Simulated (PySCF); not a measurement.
# Ionisation energy of Cr¹⁴⁺ by level of theory

Cr¹⁴⁺ [Ne] (1S) → Cr¹⁵⁺ [He] 2s2 2p5 (2P), as a difference of total energies. Calculation: PySCF 2.14, in an uncontracted even-tempered set (18 s from 2.4 bohr⁻², ratio 2.2; 11 p from 3.1 bohr⁻², ratio 2.2; 6 d from 18 bohr⁻², ratio 2.4; 5 f from 27 bohr⁻², ratio 2.4; 5 g from 40 bohr⁻², ratio 2.4); no relativity, point nucleus. Correlated levels: nothing frozen; virtual orbitals above 40 to 60 times the deepest correlated orbital energy dropped. The calculations carry no spin-orbit coupling.

| method | ionisation energy (eV) |
| --- | --- |
| UHF | 1010.3 |
| LDA | 1011.1 |
| PBE | 1010.6 |
| PBE0 | 1011.0 |
| r2SCAN | 1011.9 |
| BP86 | 1011.0 |
| TPSSh | 1010.7 |
| MP2 (all electrons) | 1012.0 |
| SCS-MP2 (all electrons) | 1011.8 |

A first-order spin-orbit estimate (lowest level to lowest level, LS coupling) adds -2.821 eV.

These non-relativistic numbers lack the scalar-relativistic shift.

For comparison: 1011.6 ± 0.5 eV (semi-empirical (NIST evaluation); NIST Atomic Spectra Database, ionization energies).
